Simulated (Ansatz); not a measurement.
Basis sets compared for [Sm(H2O)6]3+ (SmO6H12³⁺). The state is a sextet with charge 3. Geometry PBE-D4/def2-SVP. Ansatz on 4 threads of Intel Xeon on a shared host; times are rough, and most runs start from earlier orbitals.

```xyz
19

Sm   -0.006    0.000    0.000
O    -1.812    1.570   -0.232
H    -2.317    2.026    0.483
H    -2.225    1.904   -1.064
O     1.805   -1.564    0.230
H     2.216   -1.901    1.061
H     2.306   -2.022   -0.486
O    -1.572   -1.818   -0.008
H    -2.556   -1.770   -0.054
H    -1.384   -2.780    0.101
O     1.566    1.813    0.009
H     1.382    2.776   -0.099
H     2.550    1.761    0.051
O    -0.180    0.147    2.412
H     0.290    0.771    3.017
H    -0.726   -0.403    3.023
O     0.186   -0.141   -2.411
H     0.746    0.403   -3.015
H    -0.270   -0.771   -3.020
```

In the def2 sets Sm takes a core potential; there is no spin–orbit coupling. With an open 4f shell the SCF may have ended on a state above the lowest.

```json
{"level": "PBE-D4/def2-SVP", "functions": "221", "energy (Eh)": "-1114.8956", "HOMO (eV)": "-20.05", "LUMO (eV)": "-19.55", "wall time": "33 s"}
{"level": "PBE0-D4/def2-SVP", "functions": "221", "energy (Eh)": "-1114.8460", "HOMO (eV)": "-22.39", "LUMO (eV)": "-17.58", "wall time": "41 s"}
```

Estimate the rows for PBE-D4/def2-TZVP, PBE0-D4/def2-TZVP.


| level | functions | energy (Eh) | HOMO (eV) | LUMO (eV) | wall time |
| --- | --- | --- | --- | --- | --- |
| PBE-D4/def2-TZVP | 350 | -1115.4646 | -20.26 | -19.72 | 40 s |
| PBE0-D4/def2-TZVP | 350 | -1115.4054 | -22.53 | -17.53 | 1.9 min |
